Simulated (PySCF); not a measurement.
Delta-SCF ions had no search for a lower state. Excitations are Tamm–Dancoff values on a coarser integration grid. The basis has no diffuse functions, so Rydberg states are missing or too high.

C$_{8}$H$_{8}$B$_{2}$S, SMILES `Bc1cc(B)c2sccc2c1` (charge 0, multiplicity 1)

Level of theory: PySCF with PBE0-D4/def2-TZVP // PBE0-D4/def2-SVP.

```yaml
HOMO: -6.83 eV
dipole_moment: 2.39 D
HOMO–LUMO gap: 4.41 eV
LUMO: -2.42 eV
S1 excitation (TDA): 3.67 eV
S1 oscillator strength: 0.050
brightest of the four lowest singlets (TDA): 4.89 eV
T1 excitation (TDA): 2.79 eV
S1–T1 gap (TDA): 0.88 eV
vertical ionisation energy (Delta-SCF): 8.45 eV
total_energy: -757.1042 Ha
cost: around 11 core-minutes (rough)
```

```xyz
19

B     -3.0142    -1.1328     0.0186
C     -1.5885    -0.5574     0.0064
C     -1.3575     0.8362    -0.0985
C     -0.0825     1.4143    -0.1138
B      0.0878     2.9371    -0.2291
C      1.0060     0.5106    -0.0171
S      2.6857     0.9218    -0.0098
C      3.1461    -0.7447     0.1324
C      2.0850    -1.5907     0.1746
C      0.8320    -0.8922     0.0895
C     -0.4713    -1.4029     0.0995
H     -3.1860    -2.3276     0.1083
H     -3.9712    -0.3973    -0.0613
H     -2.2231     1.5008    -0.1717
H     -0.8896     3.6433    -0.3063
H      1.1877     3.4407    -0.2431
H      4.2042    -1.0018     0.1775
H      2.1727    -2.6741     0.2625
H     -0.6232    -2.4832     0.1815
```
